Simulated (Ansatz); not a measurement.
Program: Ansatz. Geometries: PBE0-D4/def2-TZVP. ΔE: electronic, gas phase. CBS: MP2 limit from def2 TZ/QZ plus the TZ coupled-cluster correction, frozen cores. Functionals use def2-TZVPP. Each species was taken in one conformer, which may not be the lowest.

Consider the isomerisation: `C=C=N[SiH](F)F` → `C[Si](F)(F)C#N`.

```
         species  RPA@PBE/def2-TZVPP energy (Eh)
`C=C=N[SiH](F)F`                      -621.67960
`C[Si](F)(F)C#N`                      -621.72000
```

Q: Work out ΔE.

A: ΔE = (-621.72000) − (-621.67960) = -0.04040 Eh = -106.1 kJ/mol. CCSD(T)/CBS gives -97.5 kJ/mol.

Largest T1 diagnostic among the species: 0.014.

From PBE to PBE0 (25 % exact exchange), in def2-TZVPP and without D4, ΔE moves by −5.3 kJ/mol. In def2-TZVPP, CCSD(T) changes the Hartree–Fock value by −14.8 kJ/mol (the triples alone add +1.0 kJ/mol) and MP2 by −18.9 kJ/mol.
